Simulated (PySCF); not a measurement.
PbFBr, SMILES [F][Pb][Br] (connectivity only; charge and spin as stated), neutral, multiplicity 1. Atoms are numbered in the order given.

```xyz
3

Pb     0.2303     0.6791     0.0000
F     -1.7404     1.2107     0.0000
Br    -0.0921    -1.9025     0.0000
```

Coordinates come from a PBE0-D3(BJ)/def2-TZVP optimisation. The def2 effective core potentials stand for the cores of Pb; spin–orbit coupling is left out.

Calculation: TDA-PBE0/def2-SVPD run with PySCF 2.14.0.

Vertical excitations. The molecule is in vacuum. State labels are in the subgroup Cs.

Computed excitation energies, oscillator strengths and character:
| state | symmetry | energy (eV) | λ (nm) | f | main pairs |
|---|---|---|---|---|---|
| S1 | A" | 3.80 | 326 | 0.003 | HOMO→LUMO 98 % |
| S2 | A" | 4.18 | 297 | 0.019 | HOMO−2→LUMO 97 % |
| S3 | A' | 4.39 | 282 | 0.025 | HOMO−1→LUMO 91 % |
| S4 | A' | 5.76 | 215 | 0.015 | HOMO→LUMO+1 91 % |
| S5 | A" | 5.87 | 211 | 0.009 | HOMO−3→LUMO 87 % |
| S6 | A" | 5.95 | 208 | 0.009 | HOMO−1→LUMO+1 90 % |
| S7 | A' | 6.03 | 206 | 0.014 | HOMO→LUMO+2 62 %, HOMO−4→LUMO 20 %, HOMO−2→LUMO+1 15 % |
| S8 | A" | 6.08 | 204 | 0.011 | HOMO−5→LUMO 89 % |
| S9 | A" | 6.24 | 199 | 0.002 | HOMO−1→LUMO+2 99 % |
| S10 | A' | 6.25 | 198 | 0.009 | HOMO−4→LUMO 43 %, HOMO−2→LUMO+2 36 %, HOMO→LUMO+2 13 % |
| T1 | A" | 3.43 | 361 | 0 | HOMO→LUMO 55 %, HOMO−2→LUMO 43 % |
| T2 | A' | 3.74 | 331 | 0 | HOMO−1→LUMO 99 % |
| T3 | A" | 3.79 | 327 | 0 | HOMO−2→LUMO 55 %, HOMO→LUMO 44 % |
| T4 | A' | 5.21 | 238 | 0 | HOMO→LUMO+1 56 %, HOMO−2→LUMO+1 39 % |
Triplets are in the Tamm–Dancoff approximation.
